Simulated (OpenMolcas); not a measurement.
**IBr (iodine monobromide): the dipole moment, rung by rung**

The species is IBr (2 atoms), meant as a singlet with charge 0. As SMILES, `BrI`. Geometry: relaxed at PBE0-D4/def2-TZVP.

```xyz
2

Br    0.0000    0.0000   -0.0029
I     0.0000    0.0000    2.4609
```

Quantity: the dipole moment, in D. The values are calculated.

```csv
level,kind,program,value (D),CPU time
HF/def2-TZVP (core potential),Hartree–Fock,OpenMolcas,0.85,12 s
SVWN5/def2-TZVP (core potential),LDA,OpenMolcas,0.67,16 s
M06-L/def2-TZVP (core potential),meta-GGA,OpenMolcas,0.71,23 s
TPSS/def2-TZVP (core potential),meta-GGA,OpenMolcas,0.67,23 s
r2SCAN/def2-TZVP (core potential),meta-GGA,OpenMolcas,?,23 s
B3LYP/def2-TZVP (core potential),global hybrid,OpenMolcas,?,20 s
BHLYP/def2-TZVP (core potential),global hybrid,OpenMolcas,0.78,19 s
PBE0/def2-TZVP (core potential),global hybrid,OpenMolcas,0.71,19 s
```

Task: Estimate the missing values from the other rows.

Result: As computed at these levels: r2SCAN/def2-TZVP (core potential): 0.69 D; B3LYP/def2-TZVP (core potential): 0.72 D. Measured: 0.74 D (NIST CCCBDB). Nearest: B3LYP/def2-TZVP (core potential) (-0.02 D); farthest: HF/def2-TZVP (core potential) (+0.11 D). The measured dipole is a vibrational average, so differences of a few hundredths of a debye mean little. Computed less measured by kind, in D (def2-TZVP rows): Hartree–Fock +0.11; LDA -0.07; meta-GGA -0.07 to -0.03; global hybrid -0.03 to +0.04. Magnitudes only: a small dipole may point the other way at some levels. Times are those of the runs behind each value, whatever else they computed, on shared processors of several kinds: orders of magnitude only.
